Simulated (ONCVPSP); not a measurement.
Cl, ONCV: configuration errors across variants

| Quantity | Value |
| --- | --- |
| Element | chlorine (Cl) |
| Generator | ONCVPSP 4.0.1 |
| Type | optimised norm-conserving Vanderbilt (ONCV) |
| Functional | PBEsol |
| Relativity | scalar-relativistic |
| Frozen core | [Ne] |
| Valence charge | 7 |
| Reference configuration | 3s2 3p5 |
| Partial waves | 3s: rc 1.30 bohr, ncon 3, nbas 7, qcut 3.9 1/bohr, 2 projectors, debl 2.7 Ha; 3p: rc 1.05 bohr, ncon 4, nbas 8, qcut 8 1/bohr, 2 projectors, debl 0.7 Ha; d scattering state at 0.27 Ha: rc 1.10 bohr, ncon 4, nbas 7, qcut 8 1/bohr, 1 projector |
| Local potential | polynomial inside 0.95 bohr (lpopt 4, dvloc0 1 Ha) |
| Core correction | none |

All-electron excitation energies from the reference (eV): (1) 3s2 3p4 13.836; (2) 3s2 3p3 39.233; (3) 3s2 3p2 77.488; (4) 3s1 3p5 26.505.

1 further variants failed, have other tests or too few solved ones, and are left out.

A true bound ghost makes a file unfit for plane-wave use even where its test errors are small: the radial tests pick states by their node count and pass the ghost by.

Errors AE − PS in meV (a dash: test not solved or not reliable):

```csv
change,(1),(2),(3),(4),bound ghosts,GHOST(+) flags above zero
base,+0.9,+13,+60,+3.5,p,none
"all radii scaled by about 0.86 (s 1.12, p 0.90, d 0.94 bohr); local potential polynomial inside 0.82 bohr (lpopt 4, dvloc0 1 Ha)",+1.0,+10.0,+45,+4.4,p,"s, p"
"all radii scaled by about 0.93 (s 1.20, p 0.98, d 1.02 bohr); local potential polynomial inside 0.88 bohr (lpopt 4, dvloc0 1 Ha)",+0.9,+11,+51,+4.8,p,"s, p"
"all radii scaled by about 1.11 (s 1.44, p 1.16, d 1.22 bohr); local potential polynomial inside 1.04 bohr (lpopt 4, dvloc0 1 Ha)",+1.9,+20,+85,-4.2,none,"s, p"
"all radii scaled by about 1.16 (s 1.50, p 1.22, d 1.28 bohr); local potential polynomial inside 1.10 bohr (lpopt 4, dvloc0 1 Ha)",+2.1,+23,+93,-8.9,none,"s, p"
"all radii scaled by about 1.22 (s 1.58, p 1.28, d 1.34 bohr); local potential polynomial inside 1.16 bohr (lpopt 4, dvloc0 1 Ha)",+2.4,+25,+101,-16,none,s
```

**Question.** Give the same row for: all radii scaled by about 1.30 (s 1.70, p 1.36, d 1.44 bohr); local potential polynomial inside 1.24 bohr (lpopt 4, dvloc0 1 Ha).

**Answer.** +2.9, +29, +115, -29; bound ghosts: none; GHOST(+) flags above zero: none.
